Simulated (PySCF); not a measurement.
An unknown is described by computed data only.

Formula: C3H2Cl2O2.

| Quantity | Value |
| --- | --- |
| XPS | Cl2p3/2 206.9 (×2), C1s 292.8, C1s 295.7 (×2), O1s 539.3 (×2), Cl1s 2829.5 (×2) eV [ΔSCF SCAN, pcX-2 on the ionised atom, pcseg-1 elsewhere, spin-free X2C, 2p3/2 from a spin–orbit splitting computed afterwards within the 2p shell] |
| UV, first state | lowest singlet excitation: 4.74 eV (261 nm, f = 0.007) [TDDFT B3LYP/def2-SVPD] |
| Triplet | lowest triplet excitation (Tamm–Dancoff): 4.25 eV [TDA B3LYP/def2-SVPD] |
| 13C NMR | chemical shifts (computed TMS as zero) by class: 174.1 (2 C), 67.0 (1 C) ppm [GIAO PBE0/pcSseg-1] |
| Polarisability | 69.5 au [B3LYP/def2-SVPD] |
| NMR, other nuclei | isotropic shieldings of nuclei other than C and H, by class: -294 (2 O), 463 (2 Cl) ppm [GIAO PBE0/pcSseg-1] |
| Dipole | 2.10 D [B3LYP/def2-SVPD] |
| 1H NMR | chemical shifts (computed TMS as zero) by class: 3.90 (2 H) ppm [GIAO PBE0/pcSseg-1] |
| Rotational structure | rotational constants A, B, C: 2.692, 1.267, 1.051 GHz [GFN2-xTB] |

Electronic properties: PySCF, gas phase, density fitting. Levels stand in brackets. The structure is a single GFN2-xTB conformer in the gas phase; no vibrational or solvent corrections. Each NMR value is the plain mean over a class of atoms that symmetry, rotation or inversion makes alike.

Question: Propose a structure and show how it fits.

Answer: Numbering: `[O:1]=[C:2]([Cl:3])[CH2:4][C:5](=[O:6])[Cl:7]`. Its formula, C3H2Cl2O2, gives 2 degrees of unsaturation: 0 rings and 2 π bonds in the structure found. 3 carbons fall into 2 classes; from least to most shielded: acyl halide carbon [C2/C5] (174.1 ppm, 2 C), sp3 carbon next to a carbonyl [C4] (67.0 ppm). All hydrogens form one class (3.90 ppm): methylene hydrogen. The other shieldings belong to: -294 ppm, carbonyl oxygen [O1/O6]; 463 ppm, chlorine bonded to C [Cl3/Cl7]. The core levels belong to: Cl2p3/2 206.9 eV, chlorine bonded to C [Cl3/Cl7]; C1s 292.8 eV, sp3 carbon next to a carbonyl [C4]; C1s 295.7 eV, acyl halide carbon [C2/C5]; O1s 539.3 eV, carbonyl oxygen [O1/O6]; Cl1s 2829.5 eV, chlorine bonded to C [Cl3/Cl7]. One atom of each topological class was ionised and stands for its class. S1 is mainly HOMO→LUMO (weight 0.89); the largest Löwdin shares of the orbital it empties are 0.31 on a carbonyl oxygen, 0.30 on a carbonyl oxygen and 0.11 on each of 2 atoms of one kind (chlorine bonded to C), of the orbital it fills 0.21 on an acyl halide carbon, 0.20 on an acyl halide carbon, 0.17 on a carbonyl oxygen and 0.16 on a carbonyl oxygen. By its constants the optimised geometry is an asymmetric top. Structure: malonyl chloride, `O=C(Cl)CC(=O)Cl`. The assignments are read from this structure; whether some other isomer fits the data as well wasn't checked.

The values belong to the conformer `[O:1]=[C:2]([Cl:3])[CH2:4][C:5](=[O:6])[Cl:7]`: O1–C2–C4–C5 117°, C2–C4–C5–O6 111°.
